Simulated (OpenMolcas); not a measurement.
An atom or ion with 38 electrons was computed by SS-CASPT2, IPEA 0.25 Eh, imaginary shift 0.1 Eh with spin-orbit coupling (OpenMolcas, ANO-RCC-VTZP, DKH2). The lowest levels that the run gave, each within 12 % of the measured value where one is at hand:

```json
{"J": "2", "Parity": "even", "E (cm⁻¹)": "0.0", "g": "0.672"}
{"J": "3", "Parity": "even", "E (cm⁻¹)": "1531", "g": "1.084"}
{"J": "4", "Parity": "even", "E (cm⁻¹)": "3270", "g": "1.250"}
{"J": "2", "Parity": "even", "E (cm⁻¹)": "10170", "g": "1.065"}
{"J": "0", "Parity": "even", "E (cm⁻¹)": "11820", "g": ""}
{"J": "1", "Parity": "even", "E (cm⁻¹)": "12430", "g": "1.501"}
{"J": "2", "Parity": "even", "E (cm⁻¹)": "13840", "g": "1.430"}
{"J": "4", "Parity": "even", "E (cm⁻¹)": "17090", "g": "1.001"}
{"J": "0", "Parity": "even", "E (cm⁻¹)": "38420", "g": ""}
```

Question: Which ion is it, and what are the configurations and terms?

Answer: Mo V (Z = 42, charge +4; active space 2 electrons in 10 orbitals (4d 5d)). J, parity and g give the terms where levels are pure, and mixed ones are named by the computed weights; the size of the splittings, set against known spectra of the 38-electron sequence, gives the charge. In order, with the measured energies in cm⁻¹ (Sugar and Musgrove, J. Phys. Chem. Ref. Data 17, 155 (1988)): 4d² ³F₂, 4d² ³F₃ (1578), 4d² ³F₄ (3357), 4d² ¹D₂ (10190), 4d² ³P₀ (11161), 4d² ³P₁ (11807), 4d² ³P₂ (13408), 4d² ¹G₄ (16354), 4d² ¹S₀ (37738).

CASPT2 breaks the degeneracy within a term, and the mean is taken; among the terms shown or strongly mixed into the levels shown the widest spread is 810 cm-1 (4d² ¹G). Active for correlation alone: 5d; no level in the range computed is led by a configuration that fills it, so any true level of that kind is missing. Measured partners are found by configuration, term and J. A level has none where our copy of the source lacks it or the pairing is in doubt (some pairs that miss far off the trend of their configuration count as doubtful), and it then counts in no deviation. Levels of configurations outside the active space are missing.
